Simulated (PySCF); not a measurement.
Two-component Hartree-Fock for Ar³⁺ (argon, charge +3)

Start: [Ne] 3s2 3p3; 3p1/2 filled at m_j = -1/2, +1/2; 3p3/2 filled at m_j = +3/2. Calculated with PySCF 2.14 in x2c-TZVPPall-2c (5s6p3d1f, 45 functions): generalised Hartree-Fock with the X2C-1e Hamiltonian and a Gaussian nucleus; one run each with spin-orbit coupling (SO) switched off, then screened by Boettger's factors.

| spinor shell | electrons | ε, spin-free (eV) | ε, screened SO (eV) | weight of nominal j (screened SO) | rms radius, screened SO (bohr) |
| --- | --- | --- | --- | --- | --- |
| 1s1/2 | 2 | -3289.9 | -3289.9 | 1.000 | 0.0991 |
| 2s1/2 | 2 | -385.49 | -385.49 | 1.000 | 0.445 |
| 2p1/2 | 2 | -308.24 | -310.37 | 0.836 | 0.414 |
| 3s1/2 | 2 | -73.943 | -73.942 | 1.000 | 1.39 |
| 3p1/2 | 2 | -59.211 | -59.257 | 0.520 | 1.50 |
| 3p3/2 | 1 | -59.211 | -59.118 | 1.000 | 1.50 |

Problem. Where does 2p3/2 lie, and what is the 2p spin-orbit splitting (screened SO)?

Solution. At -307.19 eV, 3.187 eV above 2p1/2.

| quantity | spin-free | screened SO |
| --- | --- | --- |
| E (hartree) | -525.66340 | -525.66507 |
| M_J | 3/2 | 3/2 |
| ⟨J²⟩ | 3.751 | 3.751 |
| ⟨L²⟩ | 0.000 | 0.002 |
| ⟨S²⟩ | 3.751 | 3.748 |

Each row is a mean over spinors that exchange with the open shell spreads, by up to 12.425 eV (3s1/2).

Rows whose weight is well below 1 are mixtures of j = l ± 1/2: exchange outweighs spin-orbit coupling there, and the label is only the starting occupation.

Without spin-orbit coupling the j labels of p, d and f shells carry no meaning; the spin-free column gives the mean over the occupied spinors of each nl shell.
